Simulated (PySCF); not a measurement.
Si(H)(SiH3), H4Si2, SMILES [SiH][SiH3], PBE0/def2-SVP optimised geometry.

```
6

Si    -1.14     1.54     0.00
H     -0.38     1.74    -1.32
Si    -0.37    -0.72     0.00
H      1.14    -0.72     0.00
H     -0.83    -1.40    -1.26
H     -0.83    -1.54     1.16
```

Density from PBE0/def2-TZVP (PySCF) at that geometry.

Minimum of the electron density along straight lines between bonded atoms, close to the bond critical point (lines longer than 1.1 times the sum of covalent radii, or with two minima, are not listed):

```json
[
 {"bond": "Si1–H2", "length / Å": "1.535", "ρ at the minimum / e bohr⁻³": "0.111", "∇²ρ there / e bohr⁻⁵": "0.11", "position (fraction from the first atom)": "0.49"},
 {"bond": "Si1–Si3", "length / Å": "2.394", "ρ at the minimum / e bohr⁻³": "0.087", "∇²ρ there / e bohr⁻⁵": "-0.13", "position (fraction from the first atom)": "0.48"},
 {"bond": "Si3–H4", "length / Å": "1.502", "ρ at the minimum / e bohr⁻³": "0.115", "∇²ρ there / e bohr⁻⁵": "0.15", "position (fraction from the first atom)": "0.49"},
 {"bond": "Si3–H5", "length / Å": "1.502", "ρ at the minimum / e bohr⁻³": "0.115", "∇²ρ there / e bohr⁻⁵": "0.15", "position (fraction from the first atom)": "0.49"},
 {"bond": "Si3–H6", "length / Å": "1.496", "ρ at the minimum / e bohr⁻³": "0.117", "∇²ρ there / e bohr⁻⁵": "0.15", "position (fraction from the first atom)": "0.49"}
]
```
